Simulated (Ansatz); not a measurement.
**Counterpoise correction, worked out**

The pair of Cu⁺ (SMILES [Cu+], atom 1) and HF (SMILES F, atoms 2–3), both closed shells, in one local arrangement (a lower one may exist), relaxed at PBE0-D4/def2-TZVP:

| atom | x (Å) | y (Å) | z (Å) |
| --- | --- | --- | --- |
| Cu1 | 0.0109 | 0.0105 | -1.6105 |
| F2 | 0.1836 | 0.1752 | 0.4188 |
| H3 | -0.1945 | -0.1858 | 1.1917 |

Program: Ansatz 0.2.0. Basis: def2-TZVPPD. Cores are frozen in the correlated methods. The 3s and 3p shells of Cu and Zn are frozen; filled d shells are correlated.

CCSD(T) total energies in eV:

| system | geometry | basis functions | energy |
| --- | --- | --- | --- |
| pair | pair | all | -47333.43788 |
| Cu⁺ | as in the pair | all (partner as ghosts) | -44601.99186 |
| HF | as in the pair | all (partner as ghosts) | -2730.61989 |
| Cu⁺ | as in the pair | its own | -44601.95759 |
| HF | as in the pair | its own | -2730.60773 |
| Cu⁺ | free (PBE0-D4 minimum) | its own | -44601.95759 |
| HF | free (PBE0-D4 minimum) | its own | -2730.61345 |

(1) Work out the interaction energy with and without the counterpoise correction, the superposition error, and the binding energy from the relaxed fragments.

The T1 diagnostic stays at or below 0.016.

## Answers

(1) Without correction: -47333.43788 − (-44601.95759) − (-2730.60773) = -0.87256 eV.
With correction (each fragment in the whole basis): -47333.43788 − (-44601.99186) − (-2730.61989) = -0.82613 eV = -19.05 kcal/mol.
The superposition error is the difference, 0.04643 eV, 5 % of the uncorrected value: each fragment borrows its partner's functions.
Deformation from the free shapes: 0.00000 eV for Cu⁺ and 0.00572 eV for HF.
Binding energy from relaxed fragments: -0.82613 + 0.00000 + 0.00572 = -0.82041 eV = -18.92 kcal/mol (electronic, without zero-point energy; negative means bound). For comparison, the corrected interaction energy by CCSD(T) at an estimated basis limit (MP2 extrapolated from triple and quadruple zeta, plus CCSD(T) − MP2 in triple zeta) is -0.920 eV; triple zeta with the correction binds less.

For scale, one of the runs: CCSD(T)/def2-TZVPPD, 124 basis functions, launched by `ansatz run in.yaml --threads 2 --pin off --events-out ev --progress --plain --max-ram 5222MiB`. The run took about 2.2 s on 2 CPU threads of an AMD EPYC 9R45 (shared host).
